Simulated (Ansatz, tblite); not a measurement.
Removing and adding an electron: SbH2(vinyl) (C2H5Sb). The state is a singlet with charge 0. Geometry: r2SCAN-D4/def2-TZVP. Ansatz, gas phase; energy differences of separate SCF runs; the oxidised species was run as a doublet alone; the reduced species was run as a doublet alone.

```xyz
8

Sb   -0.8768    0.8215    1.2285
H     0.4004    0.8972    2.3687
H    -0.5036    2.4115    0.7095
C     0.3365   -0.1050   -0.2781
C    -0.1044   -1.1399   -0.9853
H     1.3329    0.2912   -0.4568
H    -1.0937   -1.5647   -0.8366
H     0.5087   -1.6117   -1.7500
```

In the def2 sets Sb takes a core potential; there is no spin–orbit coupling. The xTB rows come from tblite. Correlated methods freeze 6 core orbitals; core or outer-core shells of Sb are correlated, in sets that lack core-valence functions. HOMO above LUMO, or a gap near zero within one spin, warns that the state may not be the lowest or that an electron is smeared out.

| level | −HOMO (eV) | vertical IE (eV) | −LUMO (eV) | vertical EA (eV) | HOMO–LUMO gap (eV) | IE − EA (eV) | remarks |
| --- | --- | --- | --- | --- | --- | --- | --- |
| GFN2-xTB | 10.16 | 13.25 | 6.15 | 3.09 | 4.01 | 10.16 | – |
| PBE-D4/def2-TZVP | 6.21 | 9.22 | 1.39 | – | 4.82 | – | gap within one spin near zero (+1 doublet) |
| PBE-D4/def2-TZVPD | 6.22 | – | 1.44 | -0.85 | 4.78 | – | HOMO above zero (-1 doublet) |
| r2SCAN-D4/def2-TZVP | 6.45 | 9.26 | 1.20 | – | 5.25 | – | – |
| PBE0-D4/def2-TZVP | 7.23 | 9.32 | 0.42 | – | 6.81 | – | – |
| PBE0-D4/def2-TZVPD | 7.24 | – | 0.48 | -0.96 | 6.76 | – | HOMO above zero (-1 doublet) |

(1) Estimate the rows for GFN1-xTB, HF/def2-TZVPP, r2SCAN-D4/def2-TZVPD, MP2/def2-TZVPP, CCSD/def2-TZVPP, CCSD(T)/def2-TZVPP.

Results:

(1) 
```tsv
level	−HOMO (eV)	vertical IE (eV)	−LUMO (eV)	vertical EA (eV)	HOMO–LUMO gap (eV)	IE − EA (eV)	remarks
GFN1-xTB	11.31	14.66	6.72	3.21	4.60	11.44	–
HF/def2-TZVPP	–	8.48	–	–	–	–	–
r2SCAN-D4/def2-TZVPD	6.45	–	1.22	-0.96	5.23	–	HOMO above zero (-1 doublet)
MP2/def2-TZVPP	–	9.55	–	–	–	–	–
CCSD/def2-TZVPP	–	9.37	–	–	–	–	–
CCSD(T)/def2-TZVPP	–	9.40	–	–	–	–	–
```

   A HOMO above zero means that the electron is unbound at that level or that self-interaction error raises the level; the energy of removing that electron tells which. Raw xTB energy differences between charge states are shifted by several eV; the methods need an empirical correction for them. A negative affinity means that the extra electron isn't bound; its size then hangs on the basis.
